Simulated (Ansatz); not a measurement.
**One step, two centres**

Four-centre ligand exchange, with the central atom changed down its group and all else kept; in the first member these bonds form or tighten: Cl–Si, F–H; these break or loosen: Cl–H, F–Si.

Gas-phase electronic energies, without zero-point energy, by CCSD(T) at an estimated basis limit (MP2 extrapolated from triple and quadruple zeta, plus CCSD(T) − MP2 in triple zeta); Ansatz 0.2.0, def2-TZVPP and QZVPP, frozen cores, core potentials past krypton, on PBE0-D4/def2-TZVP structures. Extrapolation: Hartree–Fock as exp(−7.88 √X), correlation as X^−2.97. All energies, in kcal/mol, count from the separated reactants, without counterpoise correction; the start and end structures are the complexes reached by relaxing down from the saddle, and deeper ones may exist. Brackets give SMILES, or, where every atom is bracketed, only which atoms are joined. Steps whose reference was doubtful or whose search ended elsewhere are left out.

| reactants | products | start structure | saddle | end structure |
| --- | --- | --- | --- | --- |
| SiH₃F ([F][SiH3]) + HCl | SiH₃Cl ([SiH3][Cl]) + HF | -2.75 | 35.92 | 4.69 |
| SnH₃F ([F][SnH3]) + HCl | SnH₃Cl ([Cl][SnH3]) + HF | -5.78 | ? | -14.75 |

What is the height of the saddle for SnH₃F ([F][SnH3]) + HCl? (Judge from chemistry; the value comes from the calculation.)

Computed: 6.79 kcal/mol relative to the separated reactants, the lower of the two; above its start structure the barrier is 6.79 − (-5.78) ≈ 12.58 kcal/mol.

The saddle falls down the group: the larger centre, with longer and weaker bonds, takes on an extra partner at less cost.

T1 diagnostic: at most 0.014. The filled d shells of Sn are correlated in sets not built for that, so values that involve them are less sure.

For scale, one of the runs: CCSD(T)/def2-TZVPP, 179 basis functions, launched by `ansatz run in.yaml --threads 4 --pin off --events-out ev --progress --plain --max-ram 9574MiB`. Time: 45 s of wall clock on 4 CPU threads of an Arm Neoverse V1; the host was shared. Peak host memory: 1.9 GiB.
